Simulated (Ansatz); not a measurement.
Molecule: (1-chloro-2-methylprop-1-enyl)silane, C4H9ClSi, charge 0, multiplicity 1. 
Structure (B3LYP-D3(BJ)/def2-TZVP (Ansatz, an electronic-structure program) minimum search):
SMILES: CC(=C([SiH3])Cl)C
```xyz
15

C     -2.3203     0.1064     0.3978
C     -0.9452     0.6184     0.0950
C     -0.8625     2.1095    -0.0867
C      0.1528    -0.1381    -0.0136
Si     1.8883     0.4715    -0.3908
Cl     0.0579    -1.8936     0.2094
H     -3.0101     0.3925    -0.4017
H     -2.3485    -0.9728     0.5127
H     -2.6968     0.5665     1.3162
H      0.1423     2.4669    -0.3051
H     -1.2104     2.6189     0.8164
H     -1.5162     2.4274    -0.9038
H      2.7967    -0.6882    -0.4750
H      1.9138     1.2112    -1.6756
H      2.3604     1.3910     0.6724
```
Charge 0, spin multiplicity 1.

Property: atomisation energy (electronic, to ground-state atoms); the coupled-cluster value holds the core correlation from cc-pwCVTZ, in kJ/mol. Correlated levels leave the core frozen unless marked. UHF or UKS for open shells. No spin-orbit coupling. No relativistic terms. Basis-set limits of correlation are two-point, X^-3; Hartree-Fock from the larger set.

Level to compare with: CCSD(T)/CBS(cc-pV(T+d)Z,cc-pV(Q+d)Z) plus the core term (Ansatz), 5654.9 kJ/mol. It is a level with limits of its own, and the differences hold the functionals' basis error too.

Rank these functionals by how close they come to CCSD(T)/CBS(cc-pV(T+d)Z,cc-pV(Q+d)Z), closest first: B3LYP/def2-TZVPD (Ansatz); wB97X/def2-TZVPD (Ansatz); SVWN5/def2-TZVPD (Ansatz).

wB97X/def2-TZVPD (range-separated hybrid, 5632.2 kJ/mol, difference -22.7), B3LYP/def2-TZVPD (global hybrid, 5572.2 kJ/mol, difference -82.7), SVWN5/def2-TZVPD (LDA, 6398.6 kJ/mol, difference 743.7)
